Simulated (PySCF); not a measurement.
Estimate the missing entries of this data sheet.

Compound: C4H6FO2S (charge -1).
SMILES: `O=[S@@]([O-])C[C@@H]1C[C@H]1F`

Conformer (atom-mapped SMILES and torsion angles): `[O:1]=[S@@:2]([O-:3])[CH2:4][C@@H:5]1[CH2:6][C@H:7]1[F:8]`: O1–S2–C4–C5 172°, S2–C4–C5–C6 108°.

```csv
property,level,value
point group of the GFN2-xTB geometry,GFN2-xTB,C1
"rotational constants A, B, C of the GFN2-xTB geometry",GFN2-xTB,"3.662, 0.996, 0.900 GHz"
HOMO energy,PBE0/pcSseg-1,?
LUMO energy,PBE0/pcSseg-1,?
13C chemical shifts (computed TMS as zero) by class,GIAO PBE0/pcSseg-1,"74.1 (1 C), 72.8 (1 C), 17.0 (1 C), 16.9 (1 C) ppm"
1H chemical shifts (computed TMS as zero) by class,GIAO PBE0/pcSseg-1,"7.48 (1 H), 2.18 (1 H), 1.01 (1 H), 0.34 (1 H), 0.06 (1 H), -0.29 (1 H) ppm"
"isotropic shieldings of nuclei other than C and H, by class",GIAO PBE0/pcSseg-1,?
```

Gas-phase values; electronic properties from PySCF, density fitting. The structure is a single GFN2-xTB conformer in the gas phase; no vibrational or solvent corrections. No diffuse functions stand in pcSseg-1, which bears on an anion's orbital energies.

Task: What is the HOMO energy?

Result: -0.47 eV.

Task: Give the isotropic shieldings of nuclei other than C and H, by class.

Result: 90 (1 O), 110 (1 O), 412 (1 F), 10 (1 S) ppm.

Task: What is the LUMO energy?

Result: 4.97 eV.

The rotational constants make it an asymmetric top with κ = (2B − A − C)/(A − C) = -0.93, nearer the prolate limit (−1). With B = h/(8π²I), that is 505.379 GHz u Å² over I, the principal moments of inertia are 138.0, 507.4 and 561.3 u Å² (most abundant isotopes); the inertial defect Ic − Ia − Ib is -84.1 u Å² (zero for a rigid planar frame, negative otherwise).
